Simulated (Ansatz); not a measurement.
The cluster Li₂Al₂⁺, relaxed as a doublet with UKS PBE-D4/def2-TZVP in Ansatz, starting from the GFN2-xTB geometry. Force threshold 0.02 eV/Å.

Another isomer (doublet) lies 0.04 eV lower at PBE-D4/def2-TZVP; other spin states weren't run for this one.

Start:

```xyz
4

Al   -0.086    0.615   -1.095
Al    0.082   -0.624    1.089
Li   -0.245    1.925   -3.377
Li    0.249   -1.916    3.383
```

| step | energy (eV) | largest force component (eV/Å) | SCF passes |
| --- | --- | --- | --- |
| 1 | -13588.2736 | 0.370 | 330 |
| 2 | -13588.3026 | 0.066 | 285 |
| 3 | -13588.3033 | 0.003 | 475 |

Force components are those of the run's own axes.

End:

Cartesian coordinates in Å:
```
Al -0.086 0.640 -1.133
Al 0.084 -0.645 1.130
Li -0.251 1.965 -3.452
Li 0.254 -1.960 3.455
```

By distances, no bond broke or formed. The bond that changes most is Al1–Al2, from 2.52 to 2.61 Å (atoms count from 1).

No frequencies were taken in this run, so the end may be a saddle point.

Hardware: 4 threads of Arm Neoverse V1 on a shared host. Wall time 83 s.
